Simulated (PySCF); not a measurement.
Atomic charges against the basis set

Compound: C₄H₆BN.
Atom-mapped SMILES: `[BH2:1][n:2]1[cH:3][cH:4][cH:5][cH:6]1` (hydrogens: H7, H8 on B1; H9 on C3; H10 on C4; H11 on C5; H12 on C6)

PBE0 throughout (PySCF), one geometry, spherical d and f functions. Isolated species at its PBE0-D3(BJ)/def2-SVP geometry, gas phase. Atoms taken as equivalent share a column and are averaged.

Mulliken charges (e):

```
        basis  functions      B1      N2   C3/C6   C4/C5   H7/H8  H9/H12  H10/H11
       STO-3G         36  +0.207  -0.259  -0.014  -0.108  -0.041  +0.099   +0.090
        6-31G         66  +0.277  -0.660  +0.088  -0.235  -0.039  +0.199   +0.179
     pcSseg-0         66  +0.272  -0.877  +0.084  -0.300  +0.021  +0.253   +0.245
       6-31G*         96  +0.094  -0.355  +0.006  -0.230  -0.013  +0.191   +0.176
      cc-pVDZ        114  +0.019  -0.036  +0.069  -0.049  -0.048  +0.031   +0.006
     def2-SVP        114  +0.066  -0.150  +0.072  -0.062  -0.038  +0.041   +0.029
  aug-cc-pVDZ        192  -1.242  +0.002  +0.295  +0.758  +0.558  -0.547   -0.443
6-311+G(2d,p)        198  +0.003  +0.311  -0.223  -0.177  +0.004  +0.129   +0.110
    def2-TZVP        222  -0.070  +0.108  -0.162  -0.133  +0.010  +0.139   +0.128
      cc-pVTZ        264  -0.088  +0.142  -0.129  -0.150   0.000  +0.129   +0.123
     IGLO-III        270  +0.318  -0.208  -0.049  -0.126  -0.065  +0.096   +0.089
```

IAO charges (e):

```json
{"basis": "STO-3G", "functions": "36", "B1": "+0.077", "N2": "-0.142", "C3/C6": "-0.087", "C4/C5": "-0.172", "H7/H8": "+0.003", "H9/H12": "+0.144", "H10/H11": "+0.143"}
{"basis": "6-31G", "functions": "66", "B1": "+0.038", "N2": "-0.134", "C3/C6": "-0.099", "C4/C5": "-0.195", "H7/H8": "+0.014", "H9/H12": "+0.166", "H10/H11": "+0.162"}
{"basis": "pcSseg-0", "functions": "66", "B1": "+0.040", "N2": "-0.137", "C3/C6": "-0.086", "C4/C5": "-0.197", "H7/H8": "+0.012", "H9/H12": "+0.161", "H10/H11": "+0.159"}
{"basis": "6-31G*", "functions": "96", "B1": "+0.056", "N2": "-0.141", "C3/C6": "-0.088", "C4/C5": "-0.190", "H7/H8": "+0.006", "H9/H12": "+0.159", "H10/H11": "+0.156"}
{"basis": "cc-pVDZ", "functions": "114", "B1": "+0.035", "N2": "-0.128", "C3/C6": "-0.090", "C4/C5": "-0.194", "H7/H8": "+0.011", "H9/H12": "+0.162", "H10/H11": "+0.158"}
{"basis": "def2-SVP", "functions": "114", "B1": "+0.047", "N2": "-0.130", "C3/C6": "-0.086", "C4/C5": "-0.191", "H7/H8": "+0.007", "H9/H12": "+0.157", "H10/H11": "+0.154"}
{"basis": "aug-cc-pVDZ", "functions": "192", "B1": "+0.039", "N2": "-0.130", "C3/C6": "-0.096", "C4/C5": "-0.200", "H7/H8": "+0.012", "H9/H12": "+0.167", "H10/H11": "+0.163"}
{"basis": "6-311+G(2d,p)", "functions": "198", "B1": "+0.043", "N2": "-0.134", "C3/C6": "-0.095", "C4/C5": "-0.200", "H7/H8": "+0.011", "H9/H12": "+0.166", "H10/H11": "+0.162"}
{"basis": "def2-TZVP", "functions": "222", "B1": "+0.045", "N2": "-0.135", "C3/C6": "-0.093", "C4/C5": "-0.200", "H7/H8": "+0.011", "H9/H12": "+0.165", "H10/H11": "+0.162"}
{"basis": "cc-pVTZ", "functions": "264", "B1": "+0.044", "N2": "-0.135", "C3/C6": "-0.093", "C4/C5": "-0.199", "H7/H8": "+0.011", "H9/H12": "+0.166", "H10/H11": "+0.162"}
{"basis": "IGLO-III", "functions": "270", "B1": "+0.044", "N2": "-0.135", "C3/C6": "-0.095", "C4/C5": "-0.201", "H7/H8": "+0.011", "H9/H12": "+0.167", "H10/H11": "+0.163"}
```

**Question.** Which scheme is steadiest as the basis changes?

**Answer.** Largest range over the bases for any column: IAO 0.04 e, Mulliken 1.56 e. IAO charges move least and Mulliken charges most, counted in e. Without the minimal STO-3G basis the ranges are IAO 0.02, Mulliken 1.56 e.

**Question.** How much do the charges still move between the two largest bases, cc-pVTZ and IGLO-III?

**Answer.** At most, over all atoms: Mulliken 0.406 e, IAO 0.002 e.

**Question.** What do the same runs give for the total energy, the frontier levels and the dipole moment?

**Answer.** 
| basis | energy (Eh) | HOMO (eV) | LUMO (eV) | μ (D) |
| --- | --- | --- | --- | --- |
| STO-3G | -232.4733 | -4.74 | 1.37 | 0.33 |
| 6-31G | -235.2901 | -6.38 | -1.00 | 0.39 |
| pcSseg-0 | -234.8349 | -6.70 | -1.27 | 0.30 |
| 6-31G* | -235.3496 | -6.29 | -0.95 | 0.42 |
| cc-pVDZ | -235.3706 | -6.45 | -1.18 | 0.38 |
| def2-SVP | -235.1868 | -6.54 | -1.24 | 0.34 |
| aug-cc-pVDZ | -235.3806 | -6.56 | -1.35 | 0.32 |
| 6-311+G(2d,p) | -235.4162 | -6.56 | -1.35 | 0.33 |
| def2-TZVP | -235.4363 | -6.55 | -1.30 | 0.35 |
| cc-pVTZ | -235.4311 | -6.53 | -1.28 | 0.37 |
| IGLO-III | -235.4407 | -6.56 | -1.35 | 0.31 |

The dipole is fixed by the density alone, so its range of 0.12 D shows that the density itself changes with the basis, not only its division among atoms.
